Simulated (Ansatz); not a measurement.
Cost and result for the atomization energy of `CC1[Se]B1[SiH3]` (12 atoms, 12 bonds).

```
atom   x (Å)   y (Å)   z (Å)
  C1  -0.658   0.188   1.876
  C2  -0.271  -0.805   0.815
 Se3  -1.720  -1.414  -0.468
  B4  -0.112  -0.439  -0.664
 Si5   0.957   0.508  -2.045
  H6  -1.246  -0.274   2.672
  H7  -1.235   1.015   1.461
  H8   0.250   0.602   2.328
  H9   0.277  -1.667   1.190
 H10   2.318  -0.093  -2.118
 H11   1.110   1.939  -1.658
 H12   0.330   0.440  -3.390
```

The species carries charge 0 and has multiplicity 1. Correlated methods include outer-core shells of Se, which these sets cover unevenly. Scalar relativity is left out up to krypton. Geometry: relaxed with PBE0-D4/def2-TZVP. Program: Ansatz. All runs use 4 threads of an Arm Neoverse V1 on a shared host. Times are those of one run each, without the atoms' runs, and a repeat can differ threefold. Electronic energies, without spin–orbit coupling; frozen cores. CCSD(T)/CBS adds CCSD(T) − MP2 in def2-TZVPP to the MP2 limit, and its time is that of the two runs behind it. T1 = 0.015. With those shells the extrapolation isn't a true limit. B3LYP takes the VWN-RPA correlation (the form of Gaussian; ORCA's B3LYP/G).

CCSD(T)/CBS is a level of theory with its own doubt, some kJ/mol a heavy atom from the limit and from the frozen cores, so smaller differences don't rank the functionals.

| level | functions | wall time |
| --- | --- | --- |
| PBE-D4/def2-TZVPP (with forces) | 281 | 3.9 s |
| PBE0-D4/def2-TZVPP | 281 | 5.5 s |
| r2SCAN-D4/def2-TZVPP (with forces) | 281 | 8 s |
| B3LYP-D4/def2-TZVPP (with forces) | 281 | 8.5 s |
| B2PLYP/def2-TZVPP | 281 | 10 s |
| ωB97X-V/def2-TZVPP | 281 | 13 s |
| ωB97M-V/def2-TZVPP (with forces) | 281 | 19 s |
| MP2/def2-QZVPP | 540 | 42 s |
| CCSD(T)/def2-TZVPP | 281 | 6.7 min |
| CCSD(T)/CBS(def2) | – | 7.4 min |

**Question.** What atomization energy does each give, and how far from CCSD(T)/CBS? (Best estimate.)

**Answer.** Computed: 
```tsv
level	atomization (kcal/mol)	difference from CCSD(T)/CBS	per bond
PBE-D4/def2-TZVPP (with forces)	1036.5	19.2	1.6
PBE0-D4/def2-TZVPP	1024.1	6.8	0.6
r2SCAN-D4/def2-TZVPP (with forces)	1025.6	8.3	0.7
B3LYP-D4/def2-TZVPP (with forces)	1017.7	0.4	0.0
B2PLYP/def2-TZVPP	1006.4	-10.9	-0.9
ωB97X-V/def2-TZVPP	1020.2	2.9	0.2
ωB97M-V/def2-TZVPP (with forces)	1016.8	-0.5	0.0
MP2/def2-QZVPP	1019.3	2.0	0.2
CCSD(T)/def2-TZVPP	992.8	-24.5	-2.0
CCSD(T)/CBS(def2)	1017.3	0.0	0.0
```

In def2-TZVPP, CCSD(T) changes the Hartree–Fock value by +234.9 kcal/mol (the triples alone add +15.8 kcal/mol) and MP2 by +247.2 kcal/mol; breaking electron pairs costs correlation energy, which Hartree–Fock lacks. From PBE to PBE0 (25 % exact exchange), in def2-TZVPP and without D4, the atomization energy moves by −11.5 kcal/mol: exact exchange takes away binding that semilocal exchange gives to molecules. The D4 term adds +11.0 kcal/mol with B3LYP and +5.8 kcal/mol with PBE0; it sums over pairs of atoms, weighted by their polarisabilities, and B3LYP, whose exchange is more repulsive, gets the larger term.
